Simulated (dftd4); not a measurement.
C₅H₈O₂, triplet, at a GFN2-xTB geometry (a higher spin typed on purpose: for a closed-shell molecule this is an excited state); D4 for b97d run with dftd4 4.2.0.

Here is a job for dftd4.
```
$ dftd4 mol.xyz --func b97d --charge 0 --json dftd4.json --noedisp --property

# file mol.xyz
15

C      2.61946234    -0.12080198     0.07519818
C      1.13145560    -0.37294384     0.28609939
O      0.75114903    -1.55352029     0.56135304
C      0.27351069     0.69117501    -0.04612125
C     -1.10274345     0.51481242    -0.28008457
C     -1.74111940    -0.81938388    -0.31466493
O     -1.95746116     1.58837860    -0.19956882
H      2.86650066    -0.15256796    -0.98633710
H      2.88575787     0.85534601     0.47350326
H      3.17943379    -0.89836698     0.58696588
H      0.71731664     1.66480346    -0.20227577
H     -2.71743804    -0.79755664     0.16405613
H     -1.85253099    -1.19554056    -1.33463996
H     -1.05858068    -1.51807561     0.20010768
H     -1.45335701     2.40594538    -0.11821467
```

The log (banner, timings and long lists left out):

```
                    ____  _____ _____     ____  _  _
      -------------|  _ \|  ___|_   _|---|  _ \| || |------------
     |             | | | | |_    | | ___ | | | | || |_           |
     |             | |_| |  _|   | ||___|| |_| |__   _|          |
     |             |____/|_|     |_|     |____/   |_|            |
     |             ===================================           |
     |            E. Caldeweyher, S. Ehlert & S. Grimme          |
     |          Mulliken Center for Theoretical Chemistry        |
     |                    University of Bonn                     |
      -----------------------------------------------------------

Rational (Becke-Johnson) damping: b97d-D4-ATM
---------------------
  s6         1.0000
  s8         1.6946
  s9         1.0000
  a1         0.2890
  a2         4.1341
 alp        16.0000
--------------------

Atomic data, radii in Ångström:
------------------------------------------------------
   Z          R(cov)      r4/r2   hardness         EN
------------------------------------------------------
   6 C        1.0000     1.6431     0.4220     2.5500
   8 O        0.8400     1.3725     0.5869     3.4400
   1 H        0.4267     1.0622     0.4726     2.2000
------------------------------------------------------

Atomic reference systems (in atomic units):
----------------------------------------------------------------------------
   Z        #      CN     q+Z       C6(AA)   #      CN     q+Z       C6(AA)
----------------------------------------------------------------------------
   6 C      1  0.0000  6.0000      49.3833   2  0.9189  5.8288      52.1688
            3  1.9079  5.8579      35.6972   4  2.8312  5.7775      35.8445
            5  3.7487  5.7435      28.6317   6  2.9183  5.8956      32.2504
            7  0.8556  6.2103      25.6194
   8 O      1  0.0000  8.0000      15.5711   2  0.8042  7.6453      20.8489
            3  1.6112  7.4012      24.8631   4  0.9798  8.0000      14.9880
   1 H      1  0.0000  1.0000       7.6362   2  0.8942  1.0000       3.0374
----------------------------------------------------------------------------

Atomic properties (in atomic units):
----------------------------------------------------------------------------
     #    Z              CN          q      C6(AA)        C8(AA)   alpha(0)
----------------------------------------------------------------------------
     1    6 C        3.7549    -0.1876     27.0995      783.7660     7.5118
     2    6 C        2.8167     0.1205     26.7496      773.6459     8.4471
     3    8 O        0.8566    -0.4150     21.9113      442.1822     6.2810
     4    6 C        2.8942    -0.0926     31.9610      924.3668     9.2398
     5    6 C        2.8169     0.0792     27.6755      800.4250     8.5921
     6    6 C        3.7523    -0.1560     26.3715      762.7088     7.4109
     7    8 O        1.6583    -0.4558     21.7909      439.7527     6.3146
     8    1 H        0.9245     0.1094      1.7014       20.5668     2.0398
     9    1 H        0.9248     0.1011      1.7746       21.4520     2.0832
    10    1 H        0.9250     0.1279      1.5510       18.7494     1.9476
    11    1 H        0.9255     0.1083      1.7110       20.6830     2.0455
    12    1 H        0.9248     0.1267      1.5605       18.8643     1.9535
    13    1 H        0.9242     0.1148      1.6557       20.0144     2.0122
    14    1 H        0.9226     0.1632      1.3058       15.7852     1.7871
    15    1 H        0.8050     0.2558      0.8707       10.5253     1.4657
----------------------------------------------------------------------------

Molecular properties (in atomic units):
----------------------------------------
 molecular C6                2066.0487
 molecular C8               47367.5439
----------------------------------------

Dispersion energy:      -4.3517539265340E-02 Eh

[Info] JSON dump of results written to 'dftd4.json'
```
